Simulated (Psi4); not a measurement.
Here is a job for Psi4.
```
memory 2 GB

molecule mol {
0 3
B    -0.788053    0.152930   -0.225108
N     0.621707   -0.040988    0.055055
H    -1.388550   -0.893044   -0.304140
H    -1.375597    0.656645    0.703314
H     1.374430    0.320289   -0.510347
H     0.978033   -0.561622    0.851326
}

set {
  basis 6-31g*
  reference uks
}

energy('wb97x')
print_variables()
```

Q: What does this run give for the nuclear repulsion energy, dipole moment, <S^2>, number of basis functions, total energy?

A: 
```json
{
 "nuclear_repulsion_energy": "31.5866 Eh",
 "dipole_moment": "3.51 D",
 "<S^2>": "2.005",
 "number_of_basis_functions": "38",
 "total_energy": "-81.8420 Eh"
}
```

These values belong to the state on which the SCF converged, which isn't shown to be the lowest.
